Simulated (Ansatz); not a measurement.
Reaction (isomerisation): `[SiH3][CH2][SnH2][Cl]` → `ClC[SiH2][SnH3]`

Gas-phase electronic energies from Ansatz, PBE0-D4/def2-TZVP geometries. CCSD(T)/CBS is the MP2 limit (def2-TZVPP, def2-QZVPP) plus CCSD(T) − MP2 in def2-TZVPP, frozen cores. DFT in def2-TZVPP. def2 core potentials past Kr. For Sn outer-core shells are correlated without core-valence functions, which leaves a few kJ/mol of doubt a bond. Each species was taken in one conformer, which may not be the lowest.

| level | ΔE (kcal/mol) |
| --- | --- |
| ωB97X-V | 31.4 |
| B2PLYP | 32.4 |
| r2SCAN | 31.4 |
| HF/def2-QZVPP | 36.1 |

(1) What does CCSD(T)/CBS give? (An estimate is asked.)

Largest T1 diagnostic among the species: 0.012.

## Answers

(1) Ansatz gave: +33.3 kcal/mol. The listed levels differ from it by -1.9, -0.9, -1.9, 2.8 kcal/mol.

In def2-TZVPP, CCSD(T) changes the Hartree–Fock value by −3.5 kcal/mol (the triples alone add −0.3 kcal/mol) and MP2 by −1.4 kcal/mol. From PBE to PBE0 (25 % exact exchange), in def2-TZVPP and without D4, ΔE moves by +1.5 kcal/mol.
